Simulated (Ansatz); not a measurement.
`C[Si]S` + `[SiH3]N[SiH3]` → `[SiH3]N([SiH3])[Si]S` + CH₄ at 700 K and 1 bar (ligand exchange at the Si–C bond).

Calculated with Ansatz (gas phase, PBE0-D4/def2-TZVP geometries, no zero-point term in ΔE). CCSD(T)/CBS adds triple-zeta CCSD(T) − MP2 to the extrapolated MP2 energy (def2 sets, frozen cores). This one scheme is used for every species. One conformer a species, not always the lowest.

| species | CCSD(T)/CBS energy (Eh) | H − E (kJ/mol) | S (J/(mol·K)) |
| --- | --- | --- | --- |
| `C[Si]S` | -727.30578 | 174.5 | 383.2 |
| `[SiH3]N[SiH3]` | -637.10515 | 245.6 | 444.2 |
| `[SiH3]N([SiH3])[Si]S` | -1323.98626 | 275.1 | 550.7 |
| CH₄ | -40.46206 | 145.9 | 224.0 |

H − E and S are ideal-gas, rigid-rotor, harmonic terms from PBE0-D4/def2-TZVP, for one conformer and one mirror image of each species. 1 Eh = 2625.50 kJ/mol, R = 8.31446 J/(mol·K).

By hand: ΔE, ΔH, ΔS and ΔG.

ΔE = (-1323.98626) + (-40.46206) − (-727.30578) − (-637.10515) = -0.03739 Eh = -98.2 kJ/mol. Δ(H − E) = 275.1 + 145.9 − 174.5 − 245.6 = 0.9, so ΔH = -97.3 kJ/mol. ΔS = 550.7 + 224.0 − 383.2 − 444.2 = -52.7 J/(mol·K). ΔG = -97.3 − 700 × (-52.7)/1000 = -60.4 kJ/mol.

By hand: the equilibrium constant, and the temperature at which ΔG would vanish if ΔH and ΔS stayed fixed.

log₁₀ K = −ΔG/(RT ln 10) = 4.5. ΔG = 0 at ΔH/ΔS = 1846 K.

TΔS isn't small against ΔH here. A doubt of 5 kJ/mol in ΔE shifts log₁₀ K by 0.4 here. Other conformers and mirror images would add mixing entropy, several J/(mol·K) or more a flexible species. Modes under 60 cm⁻¹, often nearly free rotors, make the harmonic entropy too high. These are equilibria of isolated gas molecules and say nothing of rates. Largest T1 diagnostic: 0.014 (customary marks: 0.02 for closed shells, 0.045 for open ones).
